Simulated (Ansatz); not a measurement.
System: C$_{2}$H$_{5}$Ge, charge 0, doublet. C2H5Ge (SMILES [H]/[C]=[CH]/[GeH3], doublet).
B3LYP-D3(BJ)/def2-TZVP minimum from Ansatz (a first-principles code):
```xyz
8

Ge     0.6584     0.1441     0.0441
C     -1.1350    -0.5272    -0.3927
C     -2.1964    -0.1374     0.2430
H      0.5585     1.1467     1.2011
H      1.5614    -1.0388     0.4411
H      1.2636     0.8237    -1.1987
H     -1.1978    -1.2553    -1.2083
H     -3.2639    -0.2997     0.2525
```
Charge 0, spin multiplicity 2.

Atomisation energy term by term, kcal/mol (programs: Ansatz). UHF or UKS for unpaired electrons; spin-orbit terms are left out. Cores are frozen in correlated methods (noble-gas shells, and filled d and f shells in the p block). No relativity. CBS(X,Y): correlation extrapolated as X^-3, Hartree-Fock from the larger set. A bracket is a step between two methods taken in the basis named. For partners of very few electrons the exact lower level stands in for a higher one. The UHF reference of C2H5Ge ([H]/[C]=[CH]/[GeH3], doublet) is spin-contaminated (<S^2> up to 0.17 over the pure value in the sets run).

```csv
term,basis,kcal/mol
Hartree-Fock,cc-pVQZ,466.86
CCSD correlation,"CBS(cc-pVTZ,cc-pVQZ)",147.95
(T),"CBS(cc-pVTZ,cc-pVQZ)",9.22
CCSDT(Q) - CCSD(T),cc-pVDZ,0.96
sum: De,,625.0
```
